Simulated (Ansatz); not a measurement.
BH4 (SMILES [BH4-]), charge -1, multiplicity 1, relaxed at each level with Ansatz (a first-principles code); harmonic frequencies from differences of analytic forces, average atomic masses, frozen cores.

Give the equilibrium geometry, the harmonic frequencies and the zero-point energy at MP2/cc-pVTZ.


(charge -1, multiplicity 1):
| atom | x (Å) | y (Å) | z (Å) |
|---|---|---|---|
| B | 0.0000 | 0.0000 | 0.0000 |
| H | -0.7866 | -0.8241 | -0.4696 |
| H | 0.1631 | -0.2256 | 1.2003 |
| H | -0.4579 | 1.1346 | -0.1462 |
| H | 1.0814 | -0.0849 | -0.5845 |
Frequencies (cm⁻¹): 1119, 1119, 1119, 1244, 1244, 2322, 2333, 2333, 2333. Zero-point energy 21.68 kcal/mol.

Give the equilibrium geometry, the harmonic frequencies and the zero-point energy at CCSD(T)/cc-pVTZ.


(charge -1, multiplicity 1):
```tsv
atom	x (Å)	y (Å)	z (Å)
B	0.0000	0.0000	0.0000
H	-0.7900	-0.8277	-0.4717
H	0.1638	-0.2266	1.2057
H	-0.4600	1.1396	-0.1468
H	1.0862	-0.0853	-0.5871
```
Frequencies (cm⁻¹): 1108, 1108, 1108, 1224, 1224, 2276, 2276, 2276, 2281. Zero-point energy 21.27 kcal/mol.
